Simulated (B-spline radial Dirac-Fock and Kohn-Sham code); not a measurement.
**The L2-M45M45 Auger spectrum of Ta¹⁷⁺**

System: the Ta¹⁷⁺ ion, configuration 1s2 2s2 2p6 3s2 3p6 3d10 4s2 4p6 4d10 4f10.

Model: ΔSCF Dirac-Fock with Breit, self-energy and vacuum polarisation, finite nucleus, configuration average. Program: a radial finite-basis atomic code. The two-hole levels come from diagonalising the Coulomb interaction among the jj configurations; intensities are independent-particle Coulomb rates. Kinetic energies are from the vacuum level. Correlation and solid-state effects are left out. Open outer shells are spectators and are not coupled to the holes.

| kinetic energy (eV) | J | leading jj holes (weight) | leading LS term (weight) | intensity (%) |
| --- | --- | --- | --- | --- |
| 7020.8 | 0 | M4M4 (0.98) | ¹S0 (0.53) | 2.2 |
| 7044.2 | 2 | M4M4 (0.99) | ³F2 (0.59) | 16.9 |
| 7093.3 | 4 | M4M5 (0.99) | ¹G4 (0.87) | 68.1 |
| 7094.6 | 1 | M4M5 (1.00) | ³P1 (1.00) | 1.1 |
| 7099.0 | 2 | M4M5 (0.99) | ³P2 (0.51) | 1.3 |
| 7108.1 | 3 | M4M5 (1.00) | ³F3 (1.00) | 8.4 |
| 7137.8 | 0 | M5M5 (0.98) | ³P0 (0.53) | 0.1 |
| 7156.2 | 2 | M5M5 (1.00) | ¹D2 (0.49) | 1.6 |
| 7164.6 | 4 | M5M5 (0.99) | ³F4 (0.87) | 0.2 |

The strongest line, by its leading LS label ¹G4, lies at 7093.3 eV. The mean weight of the leading component is 0.99 in jj and 0.71 in LS coupling, so jj labels describe these levels better.

Values without a named source are computed, but for edge energies of neutral atoms, which are taken from tables.
